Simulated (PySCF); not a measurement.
# Ionisation energy of Br²⁸⁺ by level of theory

Br²⁸⁺ [He] 2s2 2p3 (4S) → Br²⁹⁺ [He] 2s2 2p2 (3P), as a difference of total energies. Calculation: PySCF 2.14, in an uncontracted even-tempered set (17 s from 8.7 bohr⁻², ratio 2.2; 11 p from 11 bohr⁻², ratio 2.2; 6 d from 46 bohr⁻², ratio 2.4; 5 f from 69 bohr⁻², ratio 2.4; 4 g from 100 bohr⁻², ratio 2.4); no relativity, point nucleus. Correlated levels: nothing frozen; virtual orbitals above 40 to 60 times the deepest correlated orbital energy dropped. The calculations carry no spin-orbit coupling.

| method | ionisation energy (eV) |
| --- | --- |
| UHF | 3179.2 |
| LDA | 3176.7 |
| PBE | 3177.0 |
| PBE0 | 3177.9 |
| r2SCAN | 3179.8 |
| B97-3 | 3177.7 |
| MN15 | 3180.3 |
| MP2 (all electrons) | 3178.9 |
| SCS-MP2 (all electrons) | 3178.3 |

Spin-orbit coupling is strong in these open shells (close to jj coupling). The scalar numbers leave it out and a first-order estimate fails, so it can dominate the gap to the real levels.

All relativistic terms are absent from these numbers, so their closeness to the reference says little about the methods.

For comparison: 3169 ± 24 eV (semi-empirical (NIST evaluation); NIST Atomic Spectra Database, ionization energies).
